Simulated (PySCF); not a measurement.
ClH4MoN3, SMILES [NH]=[Mo](=[NH])([NH2])[Cl], multiplicity 1.

Geometry optimised at B3LYP-D3(BJ)/def2-SVP. The multiplicity is an assumed one; no other spin state was optimised. The structure was generated by enumeration; whether it is a known compound was not checked. The def2 effective core potentials stand for the cores of Mo; spin–orbit coupling is left out. The values are those of a single conformer.

Computed with CAM-B3LYP/def2-TZVP run with PySCF.

Symmetry labels are those of the subgroup Cs that the program uses (full group Cs).

Computed valence orbital energies around the gap with their symmetry:
| orbital | symmetry | energy (eV) |
|---|---|---|
| HOMO−7 | A' | -11.86 |
| HOMO−6 | A' | -11.57 |
| HOMO−5 | A" | -11.43 |
| HOMO−4 | A' | -10.17 |
| HOMO−3 | A" | -10.08 |
| HOMO−2 | A' | -9.90 |
| HOMO−1 | A" | -9.18 |
| HOMO | A' | -8.99 |
| LUMO | A' | -0.72 |
| LUMO+1 | A" | -0.43 |
| LUMO+2 | A' | 0.05 |
| LUMO+3 | A' | 0.45 |
